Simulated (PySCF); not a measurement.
## Radial density of Ar (argon, neutral)

UHF, [Ar], closed-shell 1S. All numbers are calculated (PySCF 2.14, scalar relativity by spin-free X2C-1e, in dyall-acv3z (19s12p6d4f, 113 functions)).

```
r (bohr)  4πr²ρ (e/bohr)
 0.00132         0.09827
 0.00222          0.2586
 0.00373          0.6675
 0.00627           1.667
  0.0105           3.927
  0.0177           8.379
  0.0298           15.10
  0.0502           20.60
  0.0844           18.73
   0.142           14.48
   0.239           19.86
   0.402           17.06
   0.676           5.108
    1.14           5.653
    1.91           3.345
    3.22          0.4179
    5.41        0.008068
```

Densities and radii are taken from the X2C orbitals without a picture-change correction, which distorts them close to the nucleus.
